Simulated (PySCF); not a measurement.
PBE0 on Tc- (technetium, charge -1), [Kr] 4d6 5s2, high-spin 5D determinant. Computed with PySCF 2.14 in aug-cc-pwCVTZ-PP with ECP28MDF, with a scalar-relativistic core potential.

```
cycle= 1 E= -80.4474147331065  delta_E= -0.0157  |g|= 0.0303  |ddm|= 1.54
cycle= 2 E= -80.4486165755779  delta_E= -0.0012  |g|= 0.00887  |ddm|= 0.311
cycle= 3 E= -80.448786860379  delta_E= -0.00017  |g|= 0.00773  |ddm|= 0.102
cycle= 4 E= -80.4488486969269  delta_E= -6.18e-05  |g|= 0.00252  |ddm|= 0.0564
cycle= 5 E= -80.4488708845318  delta_E= -2.22e-05  |g|= 0.000565  |ddm|= 0.04
cycle= 6 E= -80.4488722483656  delta_E= -1.36e-06  |g|= 0.000167  |ddm|= 0.0115
cycle= 7 E= -80.4488722959892  delta_E= -4.76e-08  |g|= 5.51e-05  |ddm|= 0.000733
cycle= 8 E= -80.4488723061831  delta_E= -1.02e-08  |g|= 1.2e-05  |ddm|= 0.000282
cycle= 9 E= -80.4488723075801  delta_E= -1.4e-09  |g|= 3.67e-06  |ddm|= 0.000166
cycle= 10 E= -80.4488723076275  delta_E= -4.74e-11  |g|= 4.94e-07  |ddm|= 3.09e-05
converged SCF energy = -80.4488723076275  <S^2> = 6.0842461  2S+1 = 5.0335856
```

Highest occupied orbital energy: 0.998 eV; ⟨L²⟩ = 6.03; populations by l: s 4.00, p 6.00, d 6.00, f 0.00.

Q: Can this result be used?

A: With care. The calculation finished and met its thresholds. Energies and moments cover only the electrons outside the core potential. ⟨S²⟩ = 6.08 against 6.00 shows spin contamination. At PBE0 the highest occupied level has a positive energy, so only the finite basis holds that electron; in a semilocal or global hybrid functional this comes from self-interaction and does not mean that the real anion is unbound.
